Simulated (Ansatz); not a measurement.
A calculation with Ansatz (development build ahead of 0.2.0).

```yaml
crystal:
  periodic: [false, false, false]
  atoms:
    - { symbol: O, position_ang: [0.8989, 1.0691, -1.0691] }
    - { symbol: Mg, position_ang: [1.6381, -0.6097, -0.1971] }
    - { symbol: Mg, position_ang: [-0.7942, 0.0644, -1.5681] }
    - { symbol: O, position_ang: [-0.0551, -1.6144, -0.6961] }
    - { symbol: Mg, position_ang: [0.0551, 1.6144, 0.6961] }
    - { symbol: O, position_ang: [0.7942, -0.0644, 1.5681] }
    - { symbol: O, position_ang: [-1.6381, 0.6097, 0.1971] }
    - { symbol: Mg, position_ang: [-0.8989, -1.0691, 1.0691] }
basis:
  gaussian: { orbitals: def2-SVP }
hamiltonian:
  xc: hf
correlation:
  method: mp2
  frozen_orbitals: { Mg: 1, O: 1 }
```

The input is written out in the form of the current development build from the run's settings.

Results

```json
{
 "Converged": "yes",
 "Reference energy": "-1097.62463 hartree",
 "Correlation energy": "-0.93179 hartree",
 "Total energy": "-1098.55642 hartree",
 "Spin squared of the determinant": "0.000"
}
```
